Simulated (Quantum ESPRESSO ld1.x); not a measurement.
Species: Tl2+. Configuration: [Xe] 4f14 5d10 6s0.5 6p0.5 (fractional occupations, a model configuration).

All-electron calculation, scalar-relativistic Kohn-Sham, PBE, spin-unpolarised, spherical densities, point nucleus. Program: ld1.x of Quantum ESPRESSO 7.5.

Energy parts (Ry):
total: -40489.644
kinetic: 45621.693
electron-nucleus: -100886.929
Hartree: 15531.199
exchange-correlation: -755.607

Orbitals (lengths in bohr, moments of r in powers of bohr; r(max) is where P^2 peaks):
orbital  occ.  eigenvalue (Ry)  r(max)   <1/r>      <r^2>       <r^4>
1s          2         -6295.72   0.010   99.54  0.0003685   3.751e-07
2s          2         -1122.06   0.058   23.36   0.005602  0.00005443
2p          6         -965.056   0.049   20.59   0.004755  0.00004488
3s          2         -268.878   0.164   8.656    0.03606    0.001958
3p          6         -223.702   0.164   7.850    0.03727    0.002176
3d         10         -176.958   0.134   7.374    0.03088    0.001671
4s          2         -61.0866   0.370   3.721     0.1730     0.04312
4p          6         -46.2820   0.388   3.349     0.1981     0.05790
4d         10         -28.9452   0.394   3.008     0.2232     0.07861
5s          2         -11.0098   0.810   1.551     0.8623       1.073
4f         14         -9.76208   0.358   2.605     0.2629      0.1373
5p          6         -6.97535   0.906   1.322      1.144       1.959
5d         10         -2.49815    1.12  0.9643      2.144       7.925
6s        0.5         -1.90675    1.98  0.5630      5.748       49.29
6p        0.5         -1.21160    2.50  0.4324      9.459       135.5

The highest occupied level is 6p at -16.485 eV. The density falls to 0.001 e/bohr^3 at r = 3.78 bohr.
